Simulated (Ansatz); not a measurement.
Ansatz results at the PBE0-D4/def2-TZVP geometry: HOMO–LUMO gap (PBE0/def2-TZVPP) 6.56 eV; LUMO energy (PBE/def2-TZVPP) -0.58 eV; LUMO energy (PBE0/def2-TZVPP) 0.37 eV.

Task: Which molecule gave them?
A. `[CH3][Zn-]1[O]C(C(F)(F)F)=CC(C(F)(F)F)=[O+]1`
B. `CC1=CC(C)=[O+][B-](C)(F)O1`
C. `CC1=CC(C)=[O+][B-](O)(Cl)O1`
D. `CC1=[N+](C)[B-](C)(C)N1C`

Result: D. The others give `[CH3][Zn-]1[O]C(C(F)(F)F)=CC(C(F)(F)F)=[O+]1`: 5.28, -3.71, -2.92; `CC1=CC(C)=[O+][B-](O)(Cl)O1`: 5.46, -3.14, -2.29; `CC1=CC(C)=[O+][B-](C)(F)O1`: 5.52, -2.88, -2.01.
